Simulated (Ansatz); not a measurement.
System: CBrClF, net charge 0, doublet state. It need not be the lowest isomer of its formula. 
Geometry from a B3LYP-D3(BJ)/def2-TZVP (Ansatz, a program for electronic structure) optimisation:
```
C
F 1 1.3271
Cl 1 1.7212 2 113.15
Br 1 1.9004 2 113.24 3 137.55
```
Charge 0, spin multiplicity 2.

Parts of the frozen-core correlation energy in def2-SVPD (Ansatz, hartree). Frozen orbitals: 21; correlated occupied orbitals by spin: 13 and 12; virtual: 77 and 78. Open shells are spin-unrestricted. No spin-orbit coupling. No relativistic terms.

| term | value |
|---|---|
| reference (HF) | -3168.59728 |
| MP2 opposite-spin | -0.41782 |
| MP2 same-spin | -0.16081 |
| CCSD correlation | -0.60805 |
| (T) | -0.01960 |
| T1 diagnostic | 0.017 |
| largest doubles amplitude | 0.018 |
| <S^2> of the reference | 0.764 |
